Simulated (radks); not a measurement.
Problem. All-electron atom: Ag4+ in [Kr] 4d7 (the NIST ground configuration). Method: scalar-relativistic Kohn-Sham, SCAN, spin-polarised, spherical densities, finite nucleus; open shells are filled with parallel spins first (spin-orbit coupling, left out, can overturn this in heavy ions); meta-GGA in the generalised Kohn-Sham scheme; Fermi nuclear charge, rms radius 4.5454 fm; computed with a radial shooting solver on a logarithmic mesh with Libxc functionals. Some entries of the table are withheld. Estimate them.

orbital,occ.,eigenvalue (Ry),r(max) (bohr)
1s up,1,-1869.614,0.02016
1s down,1,-1869.613,0.02016
2s up,1,-280.0915,0.1138
2s down,1,-280.0377,0.1138
2p up,3,-251.4146,0.09119
2p down,3,-251.3708,0.09118
3s up,1,-55.29117,0.3319
3s down,1,-55.26865,0.3321
3p up,3,-45.79001,0.3254
3p down,3,-45.76075,0.3256
3d up,5,-30.88846,(1)
3d down,5,-30.83548,(2)
4s up,1,-11.44877,0.8226
4s down,1,-11.19669,0.8201
4p up,3,-8.64348,0.8729
4p down,3,-8.38378,0.8701
4d up,5,-4.52783,(3)
4d down,2,-4.27498,(4)

Solution. 
(1) 3d up r(max) (bohr): 0.2742
(2) 3d down r(max) (bohr): 0.2744
(3) 4d up r(max) (bohr): 0.9949
(4) 4d down r(max) (bohr): 0.9932
